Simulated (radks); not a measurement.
Results of a calculation; reference values are marked as such.
Question: Species: K3+. Configuration: [Ne] 3s2 3p4. Code: a radial shooting solver on a logarithmic mesh with Libxc functionals. Model: Dirac Kohn-Sham, AM05, spin-unpolarised, spherical densities, point nucleus; open shells fill j = l - 1/2 first.

Spin-orbit splittings of the eigenvalues, e(l+1/2) - e(l-1/2), with zeta = 2 splitting/(2l+1) and mean radii in bohr:

shell  occ.  splitting (eV)  zeta (eV)  <r> j=l-1/2  <r> j=l+1/2
2p        6               ?          ?       0.3485       0.3510
3p        4          0.3296     0.2197        1.289        1.295
3d        0         0.02463   0.009852        1.545        1.547

Estimate the 2p splitting.

Answer: 2.894 eV (zeta = 1.929 eV).
